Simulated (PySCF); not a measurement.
A GIAO shielding run with PySCF (density fitting, non-relativistic, gas phase) on hexafluorophosphate (SMILES F[P@OH8-](F)(F)(F)(F)F):

```
$ OMP_NUM_THREADS=1 python probes_run.py task.json out

{"job": {"kind": "nmr", "xc": "PBE0", "basis": "cc-pVDZ", "pop": true}, "charge": -1, "multiplicity": 1}
F      0.597394     0.411416     1.454973
P      0.005783    -0.002581    -0.007117
F      1.422697    -0.720440    -0.376892
F     -1.410791     0.715637     0.363238
F      0.556290     1.401559    -0.628132
F     -0.544071    -1.406681     0.614688
F     -0.587323    -0.416685    -1.468556
```

Hardware: 1 thread of an Arm Neoverse V1, shared host. The job also computes population analyses, field gradients.

(1) How large is the calculation?

(2) How long does it take, and how much memory does it need?

(3) And these other runs on the same molecule and hardware: GIAO shielding at PBE0/IGLO-III; GIAO shielding at PBE0/aug-cc-pVDZ; GIAO shielding at PBE0/cc-pVTZ; GIAO shielding at PBE0/def2-SVP; GIAO shielding at PBE0/def2-TZVP?

## Answers

(1) 70 electrons, 102 basis functions and 634 auxiliary functions.

(2) 6.5 s of wall time, with 12 SCF cycles and 4 response iterations; peak memory 0.55 GiB. Times on a shared host scatter by some tens of per cent.

(3) PBE0/IGLO-III: 254 functions, 24 s; PBE0/aug-cc-pVDZ: 165 functions, 13 s; PBE0/cc-pVTZ: 214 functions, 20 s; PBE0/def2-SVP: 102 functions, 6.5 s; PBE0/def2-TZVP: 223 functions, 25 s.
